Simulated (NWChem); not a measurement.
Molecule: C4H7N; SMILES C=C=CNC

```xyz
12

C     -0.4344    -2.2223    -0.0227
C      0.2362    -1.0976     0.0232
C      0.9520     0.0127     0.0167
N      0.4812     1.3115    -0.0917
C     -0.9304     1.5537     0.0178
H     -0.6904    -2.7085    -0.9740
H     -0.7724    -2.7336     0.8886
H      2.0449    -0.0728     0.0624
H      1.0720     1.9973     0.3612
H     -1.3625     1.2317     0.9870
H     -1.1354     2.6245    -0.1212
H     -1.4643     1.0023    -0.7724
```
Atoms are numbered in this order, from 1.

Program: NWChem. Medium grid unless said otherwise, to which SCAN and Minnesota functionals are sensitive. Structure relaxed at the PBE0/def2-SVP level. B3LYP is NWChem's, with the RPA form of VWN correlation.

Q: Among these, which level gives the lowest value of “highest occupied level (eV)”?
A) B3LYP/def2-TZVP
B) TPSSh/def2-TZVP
C) M06-2X/def2-TZVP
D) LDA (Slater exchange, VWN5)/def2-TZVP

A: C, M06-2X/def2-TZVP. Values: M06-2X/def2-TZVP -6.90; B3LYP/def2-TZVP -5.52; TPSSh/def2-TZVP -5.06; LDA (Slater exchange, VWN5)/def2-TZVP -4.70
